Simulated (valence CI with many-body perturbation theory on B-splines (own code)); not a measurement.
**Ce³⁵⁺: calculated level list**

Calculated by configuration interaction combined with many-body perturbation theory (CI+MBPT): five valence electrons over a frozen Dirac-Fock core [Ar], radial functions for each j: 7 s, 7 p, 8 d, 6 f, 4 g, 1 h, with the one-electron correlation potential Σ1, the two-electron term Σ2, the three-electron term Σ3, Breit, model QED; selected CI, second order for the rest, scaled by the run's own slope (own B-spline code, finite nucleus).

No measured spectrum was set against this ion. As an estimate, large intervals hold to a few tenths of a per cent, small ones and those within an open d or f shell to about a per cent. Only levels of the ground parity were solved; by the run's estimate the other parity begins above the list, which can be wrong where configurations are misplaced.

Levels 1 to 37 of 37, with energies above the lowest level, (3d3/2^4 3d5/2) J=5/2. "Leading %" is the weight of the configuration and term that name the level; weights of strongly mixed levels are sums over their largest components and can fall short. In the jj column 3d3/2^4 stands for four electrons in 3d with j = 3/2. Lifetimes count E1, E2, E3, M1 and M2 decay at the calculated energies, and are blank where another channel may lead or the interval is too uncertain; long ones can be off by a factor of two.

| No. | Configuration | Term | J | E (eV) | Leading % | Lifetime | g | Leading jj |
| --- | --- | --- | --- | --- | --- | --- | --- | --- |
| 1 | 3d5 | 6S | 5/2 | 0.000 | 35 |  | 1.564 | 3d3/2^4 3d5/2 (74 %) |
| 2 | 3d5 | 6S | 5/2 | 14.771 | 34 | 16.4 μs | 1.245 | 3d3/2^3 3d5/2^2 (64 %) |
| 3 | 3d5 | 4G | 7/2 | 23.480 | 42 | 29.0 μs | 1.142 | 3d3/2^3 3d5/2^2 (97 %) |
| 4 | 3d5 | 4D | 3/2 | 24.265 | 41 | 8.67 μs | 1.255 | 3d3/2^3 3d5/2^2 (95 %) |
| 5 | 3d5 | 4G | 11/2 | 24.688 | 47 |  | 1.141 | 3d3/2^3 3d5/2^2 (94 %) |
| 6 | 3d5 | 4G | 9/2 | 27.509 | 48 | 1.47 ms | 1.149 | 3d3/2^3 3d5/2^2 (86 %) |
| 7 | 3d5 | 4D | 5/2 | 28.685 | 38 | 32.9 μs | 1.142 | 3d3/2^3 3d5/2^2 (74 %) |
| 8 | 3d5 | 4P | 1/2 | 29.897 | 57 | 314 μs | 1.872 | 3d3/2^3 3d5/2^2 (76 %) |
| 9 | 3d5 | 2F | 7/2 | 33.539 | 34 | 125 μs | 1.121 | 3d3/2^3 3d5/2^2 (88 %) |
| 10 | 3d5 | 2D | 5/2 | 37.753 | 35 | 5.84 μs | 1.218 | 3d3/2^2 3d5/2^3 (65 %) |
| 11 | 3d5 | 2D | 3/2 | 40.922 | 53 | 36.6 μs | 0.803 | 3d3/2^3 3d5/2^2 (63 %) |
| 12 | 3d5 | 4D | 7/2 | 41.987 | 49 | 12.2 μs | 1.208 | 3d3/2^2 3d5/2^3 (93 %) |
| 13 | 3d5 | 2I | 11/2 | 42.780 | 56 | 16.6 μs | 1.065 | 3d3/2^2 3d5/2^3 (95 %) |
| 14 | 3d5 | 4G | 9/2 | 44.514 | 46 | 17.4 μs | 1.143 | 3d3/2^2 3d5/2^3 (86 %) |
| 15 | 3d5 | 4D | 1/2 | 45.758 | 75 | 9.38 μs | 0.597 | 3d3/2^2 3d5/2^3 (93 %) |
| 16 | 3d5 | 2I | 13/2 | 46.498 | 100 | 83.0 μs | 1.071 | 3d3/2^2 3d5/2^3 (100 %) |
| 17 | 3d5 | 4P | 3/2 | 46.938 | 51 | 4.82 μs | 1.188 | 3d3/2^2 3d5/2^3 (91 %) |
| 18 | 3d5 | 2F | 5/2 | 48.677 | 40 | 9.00 μs | 1.016 | 3d3/2^2 3d5/2^3 (88 %) |
| 19 | 3d5 | 2H | 9/2 | 52.498 | 53 | 6.71 μs | 1.101 | 3d3/2^2 3d5/2^3 (100 %) |
| 20 | 3d5 | 2G | 7/2 | 54.263 | 61 | 26.3 μs | 0.987 | 3d3/2^2 3d5/2^3 (98 %) |
| 21 | 3d5 | 4F | 5/2 | 55.227 | 57 | 6.84 μs | 1.034 | 3d3/2^2 3d5/2^3 (92 %) |
| 22 | 3d5 | 2D | 3/2 | 57.553 | 85 | 17.8 μs | 0.796 | 3d3/2^2 3d5/2^3 (62 %) |
| 23 | 3d5 | 2F | 7/2 | 59.661 | 47 | 10.6 μs | 1.053 | 3d3/2^2 3d5/2^3 (83 %) |
| 24 | 3d5 | 2S | 1/2 | 60.254 | 51 | 6.94 μs | 1.851 | 3d3/2^2 3d5/2^3 (59 %) |
| 25 | 3d5 | 4P | 5/2 | 63.101 | 34 | 2.95 μs | 1.215 | 3d3/2 3d5/2^4 (84 %) |
| 26 | 3d5 | 2G | 9/2 | 65.191 | 64 | 15.8 μs | 1.105 | 3d3/2^2 3d5/2^3 (80 %) |
| 27 | 3d5 | 4F | 7/2 | 69.090 | 36 | 4.32 μs | 1.190 | 3d3/2 3d5/2^4 (96 %) |
| 28 | 3d5 | 2H | 11/2 | 70.580 | 60 | 4.93 μs | 1.063 | 3d3/2 3d5/2^4 (98 %) |
| 29 | 3d5 | 2D | 3/2 | 72.196 | 50 | 3.35 μs | 0.891 | 3d3/2 3d5/2^4 (85 %) |
| 30 | 3d5 | 2D | 5/2 | 75.323 | 64 | 5.08 μs | 1.122 | 3d3/2 3d5/2^4 (60 %) |
| 31 | 3d5 | 2G | 9/2 | 77.364 | 76 | 6.43 μs | 1.108 | 3d3/2 3d5/2^4 (78 %) |
| 32 | 3d5 | 2P | 3/2 | 78.295 | 77 | 12.0 μs | 1.201 | 3d3/2^2 3d5/2^3 (87 %) |
| 33 | 3d5 | 2D | 5/2 | 80.551 | 64 | 6.10 μs | 1.111 | 3d3/2^2 3d5/2^3 (45 %) |
| 34 | 3d5 | 2G | 7/2 | 82.253 | 67 | 5.93 μs | 0.971 | 3d3/2 3d5/2^4 (89 %) |
| 35 | 3d5 | 2P | 1/2 | 90.341 | 73 | 5.23 μs | 0.993 | 3d3/2 3d5/2^4 (74 %) |
| 36 | 3d5 | 2D | 5/2 | 99.368 | 65 | 2.21 μs | 1.159 | 3d5/2^5 (68 %) |
| 37 | 3d5 | 2D | 3/2 | 99.908 | 76 | 3.43 μs | 0.887 | 3d3/2 3d5/2^4 (87 %) |

The ionisation energy to 3d4 3P_0 of the next ion comes out as 2378.4 eV (NIST: 2378 ± 5 eV (theoretical)). All 37 levels together are meant to be complete up to 103.945 eV.
